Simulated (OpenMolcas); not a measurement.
# 3d4 ions of rising charge with 6 fluoride ligands in octahedral coordination

| Item | Value |
| --- | --- |
| Program | OpenMolcas 26.06 |
| Method | CASSCF |
| Spin-orbit coupling | RASSI with atomic mean-field integrals over the reference wave functions |

The d shell is active. Anionic complexes are neutralised by point charges behind the ligands. Distances were set from a Shannon-type radius of the metal (high-spin where two are listed) plus a fixed donor radius (F 1.31 Å). Ligand basis ANO-RCC-VDZP, DKH2 Hamiltonian. States (labels of O, the rotations of Oh). Energies in cm-1 above the lowest state or level, χT in cm3 K/mol; 10Dq and B are least-squares fits to the states below 45000 cm-1, weighted by degeneracy, with a free offset, and given where the rms deviation is under 5 % of |10Dq| (or 100 cm-1) and under 700 cm-1. Spin-only χT is S(S+1) / 2 for the spin of the ground state.

```json
{"Ion": "Cr2+", "Shell": "3d4", "R (Å)": "2.11", "Metal basis": "ANO-RCC-VDZP", "Outer charge (e at Å behind ligand)": "0.67 at 2.6", "Ground state": "5E", "First state of that spin": "5T2 7524", "10Dq": "7885", "B (rms of fit)": "1012 (129)", "First gap with spin-orbit (degeneracies)": "5.8 (1, 3)", "χT at 300 K": "2.949", "First state of another spin": "3T1 14264", "Spin-only χT": "3.000"}
{"Ion": "Mn3+", "Shell": "3d4", "R (Å)": "1.96", "Metal basis": "ANO-RCC-VTZP", "Outer charge (e at Å behind ligand)": "0.5 at 2.6", "Ground state": "5E", "First state of that spin": "5T2 11227", "10Dq": "11038", "B (rms of fit)": "1142 (99)", "First gap with spin-orbit (degeneracies)": "9.7 (1, 3)", "χT at 300 K": "2.940", "First state of another spin": "3T1 14647", "Spin-only χT": "3.000"}
{"Ion": "Fe4+", "Shell": "3d4", "R (Å)": "1.9", "Metal basis": "ANO-RCC-VDZP", "Outer charge (e at Å behind ligand)": "0.33 at 2.6", "Ground state": "5E", "First state of that spin": "5T2 19625", "10Dq": "", "B (rms of fit)": "", "First gap with spin-orbit (degeneracies)": "14.7 (1, 3)", "χT at 300 K": "2.956", "First state of another spin": "3T1 12090", "Spin-only χT": "3.000"}
```

The rows also differ in their metal basis and outer charges, so part of each step comes from that.

|10Dq| changes by a factor of 11038 / 7885 = 1.40 from Cr2+ to Mn3+.

B goes from 1012 cm-1 (Cr2+) to 1142 cm-1 (Mn3+). In real complexes covalency offsets the rise of B with charge, which this model largely misses.

Every ion keeps the highest spin of its shell. χT departs most from the spin-only value for Mn3+, by -0.060 cm3 K/mol.

An orbital doublet at a regular site is open to a Jahn-Teller distortion, which this geometry leaves out. Without dynamic correlation the repulsion within the d shell is too large (B by tens of per cent), so at a given field states of lower spin stand too high. Ligand-to-metal charge-transfer states are missing. With no ligand orbital active B as a rule stays too high, so bands that hang on it stand too high and its fall with covalency is understated. With metal d orbitals alone and no dynamic correlation the field as a rule comes out too small, by tens of per cent, by up to half for chloride and softer ligands. This shell can be high or low spin here, a state of another spin lies low, and with metal d orbitals alone active their balance is uncertain, so the ground spin may be wrong (holds for Mn3+; Fe4+). The least metal-like active orbital is 77 % on the metal (Löwdin) and no ligand orbital is active, so the numbers are rough (holds for Fe4+). No measured value stands beside these numbers; the geometry was imposed, not optimised, and the real ion may take another.
